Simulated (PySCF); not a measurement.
**HIrS, triplet: structure and spectrum**

All numbers come from UPBE0 in PySCF with Ir def2-TZVP with ECP60, S def2-TZVP, H def2-TZVP; scalar-relativistic core potentials, no spin–orbit coupling; density-fitted integrals.

The structure is a minimum.

Z-matrix (Å, degrees; charge 0 multiplicity 3):
```
Ir
S  1 2.0369
H  1 1.5459 2 93.23
```

* Point group: Cs
* Bond lengths: Ir–H 1.546 Å, Ir–S 2.037 Å
* Bond angles: H–Ir–S 93.2°
* Lowest empty level (β): -3.63 eV
* Rotational constants: 7.062, 0.148, 0.1449 cm⁻¹
* Rotational symmetry number: 1
* Dipole moment: 2.14 D
* Enthalpy at 298.15 K above 0 K: 10.80 kJ/mol
* Spin squared ⟨S²⟩: 2.025
* Entropy at 298.15 K and 1 bar (electronic part: spin only): 281.2 J/(mol K)
* Heat capacity Cp at 298.15 K: 42.2 J/(mol K)
* Highest occupied level (β): -6.40 eV
* Atomisation energy without zero-point energy: 726 kJ/mol
* Principal polarisabilities: 49.5, 51.9, 76.8 bohr³
* Principal quadrupole moments (Buckingham, traceless) about the centre of mass: -4.93, 0.93, 3.99 D Å
* Zero-point energy: 21.3 kJ/mol

Harmonic modes (masses in u: Ir 192.963, S 31.972, H 1.008):
```csv
symmetry,ω (cm⁻¹),IR (km/mol)
a',556,10.2
a',616,10.4
a',2380,5.3
```

Charges (e):
```
atom  Mulliken  Löwdin  polar tensor  spin (Mulliken)  Mayer order to Ir1
 Ir1      0.16   -0.14          0.37             1.13                   –
  S2     -0.18    0.16         -0.29             0.90                2.20
  H3      0.02   -0.02         -0.08            -0.03                0.95
```

Mulliken populations on Ir1 (electrons outside its core potential): s 2.92, p 6.16, d 7.74, f 0.02.

Outer orbital energies (eV). α occupied: -11.35, -10.75, -10.57, -10.14, -7.61, -7.13, -6.82, -6.63; empty: -2.86, -1.73, 0.32, 2.06. β occupied: -19.08, -11.07, -10.31, -9.12, -8.59, -7.09, -6.40; empty: -3.63, -3.06, -2.33, -1.21.

This need not be the most stable arrangement of these atoms. Other spin states or occupations of the open shell can lie lower. With an element this heavy the missing spin–orbit coupling can shift these numbers.

The final relaxation and frequency run took 75 s on 2 threads of a shared Arm Neoverse N1 host, with 83 basis functions and 14 gradients; the process peaked at 0.8 GiB. Launch command: `OMP_NUM_THREADS=2 python axn.py task.json out`.
